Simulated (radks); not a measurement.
All-electron atom: Ti IV in [Ar] 4f1 (not the ground configuration). Method: non-relativistic Kohn-Sham, SCAN, spin-polarised, spherical densities, point nucleus; open shells are filled with parallel spins first; meta-GGA in the generalised Kohn-Sham scheme; computed with a radial shooting solver on a logarithmic mesh with Libxc functionals.

Unscreened Slater integrals over Kohn-Sham orbitals (hartree). They are taken over the spin-up orbitals.

| integral | value |
|---|---|
| F0(4f,4f) | 0.20626 |
| F2(4f,4f) | 0.11333 |
| F4(4f,4f) | 0.075185 |
| F6(4f,4f) | 0.055453 |
| F0(4f,3p) | 0.25962 |
| F2(4f,3p) | 0.032587 |
| G2(4f,3p) | 0.0076290 |
| G4(4f,3p) | 0.0049306 |
| F0(4f,3s) | 0.25978 |
| G3(4f,3s) | 0.0046600 |
| F0(4f,2p) | 0.26022 |
| F2(4f,2p) | 0.0030559 |
| G2(4f,2p) | 4.5091e-05 |
| G4(4f,2p) | 2.8781e-05 |
| F0(3p,3p) | 0.87514 |
| F2(3p,3p) | 0.44419 |
| F0(3p,3s) | 0.89489 |
| G1(3p,3s) | 0.59854 |
| F0(3p,2p) | 1.1814 |
| F2(3p,2p) | 0.23369 |
| G0(3p,2p) | 0.092156 |
| G2(3p,2p) | 0.095575 |
| F0(3s,3s) | 0.91652 |
| F0(3s,2p) | 1.2134 |
| G1(3s,2p) | 0.099621 |
| F0(2p,2p) | 3.1484 |
| F2(2p,2p) | 1.4788 |

Derived for the open shells (J is the average intra-shell exchange parameter used in DFT+U). 4f: F4/F2 = 0.663, F6/F2 = 0.489, J = (286 F2 + 195 F4 + 250 F6)/6435 = 0.009469 hartree.
